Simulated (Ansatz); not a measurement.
The cluster Ir3⁺. Charge 1, multiplicity 3. Geometry PBE0-D4/def2-TZVP, that of the neutral doublet; atoms count from 1.

```tsv
atom	x (Å)	y (Å)	z (Å)
Ir1	-0.2169	-1.2009	0.6047
Ir2	-0.3357	0.1715	-1.3088
Ir3	0.5526	1.0295	0.7041
```

In the def2 sets Ir takes a core potential; there is no spin–orbit coupling. The charge 1 triplet is spin-contaminated (final ⟨S²⟩ up to 3.09, 2.00 for a pure state). The structure comes from a short search, and lower isomers may exist.

(1) Estimate the Mulliken populations from the PBE0/def2-TZVP orbitals of Ansatz.

(2) Where does the spin sit?

(3) And the Mayer bond orders between bonded heavy atoms (over 0.3)?

## Answers

(1) 
```tsv
atom	charge (e)	spin (α − β)	d electrons
Ir1	0.33	-0.79	7.74
Ir2	0.33	1.39	7.66
Ir3	0.33	1.40	7.66
```
Mulliken values and Mayer orders depend strongly on the basis.

(2) Summed by element: Ir 2.00, of 2 unpaired in all. Largest on single atoms: Ir3 1.40, Ir2 1.39, Ir1 -0.79.

(3) Ir1–Ir2 1.45 (2.36 Å); Ir1–Ir3 1.45 (2.36 Å); Ir2–Ir3 1.56 (2.36 Å).
